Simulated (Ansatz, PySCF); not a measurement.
Reaction (SMILES): F[Si](Cl)Cl → F[Si](Cl)Cl as singlet, charge +1 + e-
Geometries: B3LYP-D3(BJ)/def2-TZVP minima from Ansatz (a program for electronic structure). Frequencies are from Ansatz or PySCF.

Property: adiabatic ionisation energy (0 K, with B3LYP-D3(BJ) harmonic zero-point energies), in eV. Cores are frozen in the correlated levels unless marked. UHF or UKS for open shells. No spin-orbit coupling. No relativistic terms. Basis-set limits of correlation are two-point, X^-3; Hartree-Fock from the larger set. The bracket is a focal-point correction in the basis named.

| level | program | adiabatic ionisation energy (eV) | minus last row |
|---|---|---|---|
| r2SCAN-D3(BJ)/def2-TZVPD | Ansatz + dftd3 | 8.28 | 0.15 |
| B3LYP-D4/def2-TZVPD | Ansatz + dftd4 | 8.30 | 0.17 |
| PBE0-D3(BJ)/def2-TZVP | Ansatz + dftd3 | 8.23 | 0.10 |
| TPSSh/def2-TZVPD | PySCF | 8.27 | 0.14 |
| HSE06/def2-TZVPD | Ansatz | 8.25 | 0.12 |
| B2GP-PLYP/def2-TZVPD | Ansatz | 8.13 | 0.00 |
| RI-MP2/CBS(cc-pV(T+d)Z,cc-pV(Q+d)Z)+[CCSD(T)-MP2]/cc-pV(T+d)Z | Ansatz | 8.13 | 0.00 |
